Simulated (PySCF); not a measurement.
Isomers of [C6H12O2P]-.

All values: PBE0/pcSseg-1 (PySCF) at GFN2-xTB geometries, gas phase, one conformer each.

Question: Rank by HOMO–LUMO gap, highest first.
A. `[CH2:1]=[CH:2][P@:3](=[O:4])([O-:5])[C:6]([CH3:7])([CH3:8])[CH3:9]` (charge -1) with C1–C2–P3–O4 135°
B. `[CH3:1][CH:2]([CH3:3])[P@:4](=[O:5])([O-:6])[CH:7]1[CH2:8][CH2:9]1` (charge -1) with C1–C2–P4–O5 70°, C2–P4–C7–C8 -99°
C. `[CH2:1]=[CH:2][P@@:3](=[O:4])([O-:5])[C@@H:6]([CH3:7])[CH2:8][CH3:9]` (charge -1) with C1–C2–P3–O4 -11°, C2–P3–C6–C7 61°, P3–C6–C8–C9 170°

Answer: B (6.91 eV), C (6.16 eV), A (6.03 eV).

All values together:

| SMILES | HOMO (eV) | LUMO (eV) | lowest IAO charge (e) | highest IAO charge (e) | lowest Hirshfeld charge (e) | highest Hirshfeld charge (e) |
| --- | --- | --- | --- | --- | --- | --- |
| CC(C)[P@](=O)([O-])C1CC1 | -2.01 | 4.89 | -1.021 (O) | +1.712 (P) | -0.494 (O) | +0.359 (P) |
| C=C[P@@](=O)([O-])[C@@H](C)CC | -2.08 | 4.07 | -1.016 (O) | +1.712 (P) | -0.491 (O) | +0.352 (P) |
| C=CC[P@@](=O)([O-])C(C)C | -2.00 | 3.99 | -1.020 (O) | +1.710 (P) | -0.482 (O) | +0.364 (P) |
| C=C[P@](=O)([O-])C(C)(C)C | -2.07 | 3.96 | -1.017 (O) | +1.705 (P) | -0.482 (O) | +0.356 (P) |
| CCC[P@@](=O)([O-])C1CC1 | -1.99 | 4.89 | -1.023 (O) | +1.722 (P) | -0.497 (O) | +0.357 (P) |

Conformers: `[CH3:1][CH:2]([CH3:3])[P@:4](=[O:5])([O-:6])[CH:7]1[CH2:8][CH2:9]1` (charge -1) with C1–C2–P4–O5 70°, C2–P4–C7–C8 -99°; `[CH2:1]=[CH:2][P@@:3](=[O:4])([O-:5])[C@@H:6]([CH3:7])[CH2:8][CH3:9]` (charge -1) with C1–C2–P3–O4 -11°, C2–P3–C6–C7 61°, P3–C6–C8–C9 170°; `[CH2:1]=[CH:2][CH2:3][P@@:4](=[O:5])([O-:6])[CH:7]([CH3:8])[CH3:9]` (charge -1) with C1–C2–C3–P4 -118°, C2–C3–P4–O5 174°, C3–P4–C7–C8 -175°; `[CH2:1]=[CH:2][P@:3](=[O:4])([O-:5])[C:6]([CH3:7])([CH3:8])[CH3:9]` (charge -1) with C1–C2–P3–O4 135°; `[CH3:1][CH2:2][CH2:3][P@@:4](=[O:5])([O-:6])[CH:7]1[CH2:8][CH2:9]1` (charge -1) with C1–C2–C3–P4 -179°, C2–C3–P4–O5 -66°, C3–P4–C7–C8 154°.
